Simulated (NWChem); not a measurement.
System: CrO$_{2}$Cl cation; SMILES [O]=[Cr+](=[O])[Cl]

The following NWChem deck was run.

```
start job
memory heap 200 mb stack 900 mb global 1100 mb
charge 1
geometry units angstroms noautoz
  Cr     0.314172    -0.420469     0.000000
  O     -0.338016    -1.055300     1.244495
  O     -0.338016    -1.055300    -1.244495
  Cl    -0.087382     1.621134     0.000000
end
basis spherical
  * library pcseg-2
end
dft
  xc hfexch
  iterations 150
  mulliken
end
task dft energy
```

Output (shortened):

```
             Northwest Computational Chemistry Package (NWChem) 7.3.0
             --------------------------------------------------------

 CS  symmetry detected

                             Geometry "geometry" -> ""
                             -------------------------

 Output coordinates in angstroms (scale by  1.889725989 to convert to a.u.)

  No.       Tag          Charge          X              Y              Z
 ---- ---------------- ---------- -------------- -------------- --------------
    1 Cr                  24.0000     0.30139232     0.43170966     0.00000000
    2 O                    8.0000    -0.35291162     1.06435960     1.24449500
    3 O                    8.0000    -0.35291162     1.06435960    -1.24449500
    4 Cl                  17.0000    -0.09334293    -1.61122267     0.00000000

 Effective nuclear repulsion energy (a.u.)     297.7586534938

      Symmetry information
      --------------------

 Group name             Cs
 Group number              2
 Group order               2
 No. of unique centers     3

  xc_inp: hfexch multiplicative factor not found.

                                 NWChem DFT Module
                                 -----------------

 Summary of "ao basis" -> "ao basis" (spherical)
 ------------------------------------------------------------------------------
       Tag                 Description            Shells   Functions and Types
 ---------------- ------------------------------  ------  ---------------------
 Cr                         pcseg-2                 16       56   6s4p3d2f1g
 O                          pcseg-2                 10       30   4s3p2d1f
 Cl                         pcseg-2                 12       34   5s4p2d1f

      Symmetry analysis of basis
      --------------------------

        a'         89
        a"         61

            General Information
            -------------------
          SCF calculation type: DFT
          Wavefunction type:  closed shell.
          No. of atoms     :     4
          No. of electrons :    56
           Alpha electrons :    28
            Beta electrons :    28
          Charge           :     1
          Spin multiplicity:     1
          Use of symmetry is: on ; symmetry adaption is: on
          Maximum number of iterations: 150
          AO basis - number of functions:   150
                     number of shells:    48
          Convergence on energy requested:  1.00D-06
          Convergence on density requested:  1.00D-05
          Convergence on gradient requested:  5.00D-04

              XC Information
              --------------
                     Hartree-Fock (Exact) Exchange  1.000

      Superposition of Atomic Density Guess
      -------------------------------------

 Sum of atomic energies:       -1652.21703920

 Renormalizing density from      57.00 to     56

      Non-variational initial energy
      ------------------------------

 Total energy =   -1633.689446
 1-e energy   =   -2818.969422
 2-e energy   =     887.521323
 HOMO         =      -0.781508
 LUMO         =      -0.576545

      Symmetry analysis of molecular orbitals - initial
      -------------------------------------------------

  Numbering of irreducible representations:

     1 a'          2 a"

  Orbital symmetries:

     1 a'          2 a'          3 a'          4 a"          5 a'
     6 a'          7 a'          8 a"          9 a'         10 a'
    11 a"         12 a'         13 a'         14 a"         15 a'
    16 a'         17 a'         18 a"         19 a'         20 a'
    21 a"         22 a"         23 a'         24 a'         25 a'
    26 a"         27 a'         28 a"         29 a'         30 a'
    31 a"         32 a'         33 a"         34 a'         35 a'
    36 a"         37 a'         38 a'

     ---------------------------------------------
      Total Density - Mulliken Population Analysis
     ---------------------------------------------

    Atom       Charge   Shell Charges
 -----------   ------   -------------------------------------------------------
    1 Cr  24    21.28   2.00  2.00  1.26  0.73  0.27  0.04  6.01  5.72  0.36  0.10  1.76  0.88  0.11  0.00  0.05  0.00
    2 O    8     8.74   2.00  0.69  0.96  0.29  2.15  2.17  0.43  0.00  0.03  0.00
    3 O    8     8.74   2.00  0.69  0.96  0.29  2.15  2.17  0.43  0.00  0.03  0.00
    4 Cl  17    17.24   2.01  0.39  1.59  1.15  0.84  5.95  1.14  3.21  0.94  0.00  0.03  0.00

   convergence    iter        energy       DeltaE   RMS-Dens  Diis-err
 ---------------- ----- ----------------- --------- --------- ---------
 d= 0,ls=0.0,diis     1  -1651.5623791764 -1.95D+03  1.63D-02  5.01D+00
 d= 0,ls=0.0,diis     2  -1647.5396850431  4.02D+00  1.18D-02  7.25D+01
 d= 0,ls=0.0,diis     3  -1651.9355171108 -4.40D+00  1.38D-03  4.06D-01
 d= 0,ls=0.0,diis     4  -1651.9665857003 -3.11D-02  4.96D-04  1.52D-02
 d= 0,ls=0.0,diis     5  -1651.9698584567 -3.27D-03  4.68D-04  2.56D-03
  Resetting Diis
 d= 0,ls=0.0,diis     6  -1651.9719033148 -2.04D-03  6.48D-04  1.67D-03
 d= 0,ls=0.0,diis     7  -1651.9739667900 -2.06D-03  2.28D-04  1.25D-03
 d= 0,ls=0.0,diis     8  -1651.9743231620 -3.56D-04  1.20D-04  3.10D-03
 d= 0,ls=0.0,diis     9  -1651.9746430678 -3.20D-04  3.41D-04  7.69D-04
 d= 0,ls=0.0,diis    10  -1651.9754544621 -8.11D-04  1.01D-03  5.88D-04
 d= 0,ls=0.0,diis    11  -1651.9772537740 -1.80D-03  4.93D-04  6.15D-04
 d= 0,ls=0.0,diis    12  -1651.9778363015 -5.83D-04  4.41D-04  2.21D-04
 d= 0,ls=0.0,diis    13  -1651.9781592710 -3.23D-04  4.01D-04  8.88D-05
 d= 0,ls=0.0,diis    14  -1651.9782328681 -7.36D-05  8.22D-05  1.06D-04
 d= 0,ls=0.0,diis    15  -1651.9782464518 -1.36D-05  2.21D-05  9.39D-06
 d= 0,ls=0.0,diis    16  -1651.9782492449 -2.79D-06  4.04D-05  1.61D-06
 d= 0,ls=0.0,diis    17  -1651.9782521535 -2.91D-06  2.39D-05  8.66D-07
 d= 0,ls=0.0,diis    18  -1651.9782535368 -1.38D-06  3.12D-05  6.93D-07
 d= 0,ls=0.0,diis    19  -1651.9782552423 -1.71D-06  2.53D-05  3.55D-07
 d= 0,ls=0.0,diis    20  -1651.9782561669 -9.25D-07  1.53D-05  2.37D-07
 d= 0,ls=0.0,diis    21  -1651.9782565250 -3.58D-07  1.11D-05  7.22D-08
 d= 0,ls=0.0,diis    22  -1651.9782567037 -1.79D-07  7.37D-06  6.56D-08

         Total DFT energy =    -1651.978256703735
      One electron energy =    -2851.859382415414
           Coulomb energy =      992.746623164939
    Exchange-Corr. energy =      -90.624150947098
 Nuclear repulsion energy =      297.758653493839

 Numeric. integr. density =        0.000000000000

                  Occupations of the irreducible representations
                  ----------------------------------------------

                     irrep           alpha         beta
                     --------     --------     --------
                     a'               19.0         19.0
                     a"                9.0          9.0

                       DFT Final Molecular Orbital Analysis
                       ------------------------------------

 Vector   26  Occ=2.000000D+00  E=-7.525671D-01  Symmetry=a'
              MO Center= -1.7D-01, -5.9D-01,  2.9D-14, r^2= 3.0D+00
   Bfn.  Coefficient  Atom+Function         Bfn.  Coefficient  Atom+Function
  ----- ------------  ---------------      ----- ------------  ---------------
   129      0.422385  4 Cl py                 5      0.267986  1 Cr s
   123     -0.190374  4 Cl py               126      0.169204  4 Cl py
   132      0.162209  4 Cl py                11      0.160645  1 Cr py
    65     -0.141825  2 O  py                95     -0.141825  3 O  py
    62     -0.140846  2 O  py                92     -0.140846  3 O  py

 Vector   27  Occ=2.000000D+00  E=-7.180093D-01  Symmetry=a'
              MO Center= -5.2D-02, -1.3D+00,  1.7D-15, r^2= 1.8D+00
   Bfn.  Coefficient  Atom+Function         Bfn.  Coefficient  Atom+Function
  ----- ------------  ---------------      ----- ------------  ---------------
   128      0.546728  4 Cl px               122     -0.242607  4 Cl px
   131      0.241561  4 Cl px               125      0.220436  4 Cl px
    19     -0.122158  1 Cr d -2             129     -0.118556  4 Cl py
    10     -0.099354  1 Cr px                66      0.086726  2 O  pz
    96     -0.086726  3 O  pz                63      0.082989  2 O  pz

 Vector   28  Occ=2.000000D+00  E=-7.099642D-01  Symmetry=a"
              MO Center= -8.8D-02, -1.3D+00,  2.3D-15, r^2= 1.8D+00
   Bfn.  Coefficient  Atom+Function         Bfn.  Coefficient  Atom+Function
  ----- ------------  ---------------      ----- ------------  ---------------
   130      0.580632  4 Cl pz               133      0.260692  4 Cl pz
   124     -0.257695  4 Cl pz               127      0.237320  4 Cl pz
    62      0.088145  2 O  py                92     -0.088145  3 O  py
    65      0.086045  2 O  py                95     -0.086045  3 O  py
    66     -0.067823  2 O  pz                96     -0.067823  3 O  pz

 Vector   29  Occ=0.000000D+00  E=-3.126378D-01  Symmetry=a'
              MO Center=  2.4D-01,  3.1D-01,  1.6D-13, r^2= 2.4D+00
   Bfn.  Coefficient  Atom+Function         Bfn.  Coefficient  Atom+Function
  ----- ------------  ---------------      ----- ------------  ---------------
    23      0.452406  1 Cr d  2              19     -0.331031  1 Cr d -2
   129      0.206970  4 Cl py               132      0.182641  4 Cl py
    28      0.176746  1 Cr d  2              16      0.162099  1 Cr px
    10     -0.155764  1 Cr px                24     -0.132416  1 Cr d -2
     6      0.120780  1 Cr s                 66      0.114227  2 O  pz

[...]
```

Level: Hartree-Fock/pcseg-2. Coordinates come from a PBE-D3(BJ)/def2-SVP optimisation. The spin multiplicity was typed, not searched, and may not be the lowest.
